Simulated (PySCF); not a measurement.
**Electron correlation in P (phosphorus, neutral)**

[Ne] 3s2 3p2 4s1, high-spin 4P determinant (an excited configuration). All numbers are calculated (PySCF 2.14, no relativity, point nucleus, in dyall-acv3z (19s12p6d4f, 113 functions)). Frozen: [Ne]; 5 electrons correlated; the 26 highest virtual orbitals of each spin left out.

| level | correlation energy (mhartree) |
| --- | --- |
| CCSD | -94.13 |
| (T) | -3.53 |
| CCSD(T) | -97.66 |

Diagnostics: T1 = 0.018, D1 = 0.0538, largest double amplitude 0.097.

The outer electron is Rydberg-like, and this basis confines it to a smaller radius and binds it less than a complete one would.

Cost of the coupled-cluster step: of the order of 40 core-seconds, for 5 correlated electrons.

Iterations:

```
CC2 = 0
CCSD nocc = (np.int64(4), np.int64(1)), nmo = (82, 82)
frozen orbitals [[0, 1, 2, 3, 4, 87, 88, 89, 90, 91, 92, 93, 94, 95, 96, 97, 98, 99, 100, 101, 102, 103, 104, 105, 106, 107, 108, 109, 110, 111, 112], [0, 1, 2, 3, 4, 87, 88, 89, 90, 91, 92, 93, 94, 95, 96, 97, 98, 99, 100, 101, 102, 103, 104, 105, 106, 107, 108, 109, 110, 111, 112]]
max_cycle = 100
direct = 0
conv_tol = 1e-08
conv_tol_normt = 1e-06
diis_space = 8
diis_start_cycle = 0
Init t2, MP2 energy = -0.0738716129829158
Init E_corr(UCCSD) = -0.0738716129842523
cycle = 1  E_corr(UCCSD) = -0.0877065195406467  dE = -0.0138349066  norm(t1,t2) = 0.0552105
cycle = 2  E_corr(UCCSD) = -0.0915947790680951  dE = -0.00388825953  norm(t1,t2) = 0.0219997
cycle = 3  E_corr(UCCSD) = -0.0939965079645872  dE = -0.0024017289  norm(t1,t2) = 0.0110666
cycle = 4  E_corr(UCCSD) = -0.0939970093073768  dE = -5.0134279e-07  norm(t1,t2) = 0.00440563
cycle = 5  E_corr(UCCSD) = -0.0941012162107524  dE = -0.000104206903  norm(t1,t2) = 0.00301597
cycle = 6  E_corr(UCCSD) = -0.0941015114093133  dE = -2.95198561e-07  norm(t1,t2) = 0.00192839
cycle = 7  E_corr(UCCSD) = -0.0941080555212615  dE = -6.54411195e-06  norm(t1,t2) = 0.00126778
cycle = 8  E_corr(UCCSD) = -0.0941271609219504  dE = -1.91054007e-05  norm(t1,t2) = 0.000818741
cycle = 9  E_corr(UCCSD) = -0.0941222183969027  dE = 4.94252505e-06  norm(t1,t2) = 0.000392144
cycle = 10  E_corr(UCCSD) = -0.0941319245350708  dE = -9.70613817e-06  norm(t1,t2) = 0.000105314
cycle = 11  E_corr(UCCSD) = -0.0941331778053188  dE = -1.25327025e-06  norm(t1,t2) = 4.11939e-05
cycle = 12  E_corr(UCCSD) = -0.0941317128788123  dE = 1.46492651e-06  norm(t1,t2) = 1.80847e-05
cycle = 13  E_corr(UCCSD) = -0.0941315435080152  dE = 1.69370797e-07  norm(t1,t2) = 3.50717e-06
cycle = 14  E_corr(UCCSD) = -0.0941316513673474  dE = -1.07859332e-07  norm(t1,t2) = 1.29124e-06
cycle = 15  E_corr(UCCSD) = -0.0941316636536999  dE = -1.22863525e-08  norm(t1,t2) = 3.20851e-07
cycle = 16  E_corr(UCCSD) = -0.0941316621642231  dE = 1.48947674e-09  norm(t1,t2) = 1.42822e-07
UCCSD converged
E(UCCSD) = -340.5641733957252  E_corr = -0.09413166216422314
UCCSD(T) correction = -0.00352614028129895
```
